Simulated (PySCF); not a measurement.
Computed shifts of a molecule F2H4OSi2, PBE/pcSseg-1 run with PySCF, GIAO, gas phase, atoms alike by connectivity averaged where their shifts nearly agree, in ppm (number of nuclei): ²⁹Si: -30.5 (1), -122.5 (1). ¹⁹F: -135.7 (2). ¹H: 3.65 (3), 2.99 (1). References: ¹⁷O against H2O (σ = 334.3 ppm); ²⁹Si against TMS (σ = 335.4 ppm); ¹⁹F against CFCl3 (σ = 133.6 ppm); ¹H against TMS (σ = 31.49 ppm), references at their B3LYP-D3(BJ)/def2-TZVP geometries, non-relativistic. Geometry optimised at B3LYP-D3(BJ)/def2-SVP. One conformer was computed; it need not be the lowest.

### Question
Identify the compound among the candidates.
A) F[SiH](F)O[SiH3]
B) O[SiH2][SiH](F)F
C) O[Si](F)(F)[SiH3]
D) F[SiH2]O[SiH2]F

### Answer
C, O[Si](F)(F)[SiH3]
